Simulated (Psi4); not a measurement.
C2H7FGeO2 (SMILES C[O][GeH]([F])[O]C), singlet, geometry from GFN2-xTB; R2SCAN/def2-SVP in Psi4 1.11.

The Psi4 input:
```
memory 2 GB

molecule {
0 1
Ge    0.01559536    0.36016687   -0.07998022
F    -0.09135992    0.54191708    1.66958928
O     1.34028603   -0.67090804   -0.43913832
C     2.69412353   -0.54022914   -0.02947412
O    -1.30673778   -0.59550457   -0.61384655
C    -2.69449915   -0.37410966   -0.40774860
H     0.08441092    1.79134807   -0.53299414
H     3.19423083   -1.46261686   -0.32571732
H     2.77436542   -0.41638710    1.05160569
H     3.17725945    0.30599705   -0.52207265
H    -3.04017459    0.51128509   -0.94513837
H    -2.92687269   -0.26044413    0.65231569
H    -3.20616374   -1.25444188   -0.79772014
}

set {
  basis def2-svp
}

energy('r2scan')
print_variables()
```

It wrote (shortened):

```
   => Loading Basis Set <=

    Name: DEF2-SVP
    Role: ORBITAL
    Keyword: BASIS

         ---------------------------------------------------------
                                   SCF
               by Justin Turney, Rob Parrish, Andy Simmonett
                          and Daniel G. A. Smith
                              RKS Reference
         ---------------------------------------------------------

  ==> Geometry <==

    Molecular point group: c1
    Full point group: C1

    Geometry (in Angstrom), charge = 0, multiplicity = 1:

       Center              X                  Y                   Z               Mass
    ------------   -----------------  -----------------  -----------------  -----------------
         GE           0.015552203925     0.328750126712    -0.094646355409    73.921177761000
         F           -0.091403076075     0.510500336712     1.654923144591    18.998403162730
         O            1.340242873925    -0.702324783288    -0.453804455409    15.994914619570
         C            2.694080373925    -0.571645883288    -0.044140255409    12.000000000000
         O           -1.306780936075    -0.626921313288    -0.628512685409    15.994914619570
         C           -2.694542306075    -0.405526403288    -0.422414735409    12.000000000000
         H            0.084367763925     1.759931326712    -0.547660275409     1.007825032230
         H            3.194187673925    -1.494033603288    -0.340383455409     1.007825032230
         H            2.774322263925    -0.447803843288     1.036939554591     1.007825032230
         H            3.177216293925     0.274580306712    -0.536738785409     1.007825032230
         H           -3.040217746075     0.479868346712    -0.959804505409     1.007825032230
         H           -2.926915846075    -0.291860873288     0.637649554591     1.007825032230
         H           -3.206206896075    -1.285858623288    -0.812386275409     1.007825032230

  Running in c1 symmetry.

  Rotational constants: A =      0.15685  B =      0.05409  C =      0.04524 [cm^-1]
  Rotational constants: A =   4702.30912  B =   1621.60665  C =   1356.18468 [MHz]
  Nuclear repulsion =  522.896708550155154

  Charge       = 0
  Multiplicity = 1
  Electrons    = 76
  Nalpha       = 38
  Nbeta        = 38

  ==> Algorithm <==

  SCF Algorithm Type is DF.
  DIIS enabled.
  MOM disabled.
  Fractional occupation disabled.
  Guess Type is SAD.
  Energy threshold   = 1.00e-06
  Density threshold  = 1.00e-06
  Integral threshold = 1.00e-12

  ==> Primary Basis <==

  Basis Set: DEF2-SVP
    Blend: DEF2-SVP
    Number of shells: 63
    Number of basis functions: 137
    Number of Cartesian functions: 145
    Spherical Harmonics?: true
    Max angular momentum: 2

  ==> DFT Potential <==

   => LibXC <=

    Version 7.1.2
    S. Lehtola, C. Steigemann, M. J. T. Oliveira, and M. A. L. Marques,  SoftwareX 7, 1–5 (2018) (10.1016/j.softx.2017.11.002)

   => Composite Functional: R2SCAN <=

    r2SCAN Meta-GGA XC Functional  (0.1021/acs.jpclett.0c02405)
    J. W. Furness, A. D. Kaplan, J. Ning, J. P. Perdew, J. Sun  J. Phys. Chem. Lett.  11, 8208–8215, 2020

    Deriv               =              1
    GGA                 =           TRUE
    Meta                =           TRUE

    Exchange Hybrid     =          FALSE
    MP2 Hybrid          =          FALSE

   => Exchange Functionals <=

    1.0000   XC_MGGA_X_R2SCAN

   => Correlation Functionals <=

    1.0000   XC_MGGA_C_R2SCAN

   => LibXC Density Thresholds  <==

    XC_MGGA_C_R2SCAN:  1.00E-15
    XC_MGGA_X_R2SCAN:  1.00E-11

   => Molecular Quadrature <=

    Radial Scheme          =       TREUTLER
    Pruning Scheme         =           NONE
    Nuclear Scheme         =       TREUTLER

    Blocking Scheme        =         OCTREE
    BS radius alpha        =              1
    Pruning alpha          =              1
    Radial Points          =             75
    Spherical Points       =            302
[...]
  Using in-core AOs.

  ==> MemDFJK: Density-Fitted J/K Matrices <==

    J tasked:                   Yes
    K tasked:                    No
    wK tasked:                   No
    Algorithm:                 Core
    Schwarz Cutoff:           1E-12
    Mask sparsity (%):       8.9403
    Fitting Condition:        1E-10

   => Auxiliary Basis Set <=

  Basis Set: (DEF2-SVP AUX)
    Blend: DEF2-UNIVERSAL-JKFIT
    Number of shells: 227
    Number of basis functions: 773
    Number of Cartesian functions: 968
    Spherical Harmonics?: true
    Max angular momentum: 5

  Minimum eigenvalue in the overlap matrix is 1.1136273273E-02.
  Reciprocal condition number of the overlap matrix is 2.1575457414E-03.
    Using symmetric orthogonalization.

  ==> Pre-Iterations <==

  SCF Guess: Superposition of Atomic Densities via on-the-fly atomic UHF (no occupation information).

   -------------------------
    Irrep   Nso     Nmo
   -------------------------
     A        137     137
   -------------------------
    Total     137     137
   -------------------------

  ==> Iterations <==

                           Total Energy        Delta E     RMS |[F,P]|

   @DF-RKS iter SAD: -2403.48234606917003   -2.40348e+03   0.00000e+00
   @DF-RKS iter   1: -2405.63970449088356   -2.15736e+00   1.81049e-02 ADIIS/DIIS
   @DF-RKS iter   2: -2403.47984360023474    2.15986e+00   3.39518e-02 ADIIS/DIIS
   @DF-RKS iter   3: -2407.04049948363081   -3.56066e+00   2.39665e-03 ADIIS/DIIS
   @DF-RKS iter   4: -2407.05418689498129   -1.36874e-02   1.80556e-03 ADIIS/DIIS
   @DF-RKS iter   5: -2407.07906239788008   -2.48755e-02   2.18975e-04 ADIIS/DIIS
   @DF-RKS iter   6: -2407.07937018274424   -3.07785e-04   7.09283e-05 DIIS
   @DF-RKS iter   7: -2407.07940338271419   -3.32000e-05   9.42303e-06 DIIS
   @DF-RKS iter   8: -2407.07940402971872   -6.47005e-07   1.19393e-06 DIIS
   @DF-RKS iter   9: -2407.07940404011288   -1.03942e-08   5.90299e-07 DIIS
  Energy and wave function converged.

  ==> Post-Iterations <==

   Electrons on quadrature grid:
      Ntotal   =   75.9999129818 ; deviation = -8.702e-05

    Orbital Energies [Eh]
    ---------------------

    Doubly Occupied:

[...]
    Virtual:

[...]
    Final Occupation by Irrep:
              A
    DOCC [    38 ]
    NA   [    38 ]
    NB   [    38 ]

  @DF-RKS Final Energy: -2407.07940404011288

   => Energetics <=

    Nuclear Repulsion Energy =            522.8967085501551537
    One-Electron Energy =               -4389.9524928058126534
    Two-Electron Energy =                1580.1010258665091897
    DFT Exchange-Correlation Energy =    -120.1246456509648795
    Empirical Dispersion Energy =           0.0000000000000000
    VV10 Nonlocal Energy =                  0.0000000000000000
    Total Energy =                      -2407.0794040401128768

Computation Completed

Properties will be evaluated at   0.000000,   0.000000,   0.000000 [a0]

Properties computed using the SCF density matrix

 Multipole Moments:

 ------------------------------------------------------------------------------------
     Multipole            Electronic (a.u.)      Nuclear  (a.u.)        Total (a.u.)
 ------------------------------------------------------------------------------------

 L = 1.  Multiply by 2.5417464519 to convert [e a0] to [Debye]
 Dipole X            :          0.0426430           -0.0061978            0.0364452
 Dipole Y            :          5.0143166           -4.5120469            0.5022698
 Dipole Z            :          1.7056716           -2.1063385           -0.4006669
 Magnitude           :                                                    0.6435348

 ------------------------------------------------------------------------------------

  Variable Map:
  ----------------------------------------------------------------------------
[...]
  Array Variable Map:
  ----------------------------------------------------------------------------
[...]
[...]
```
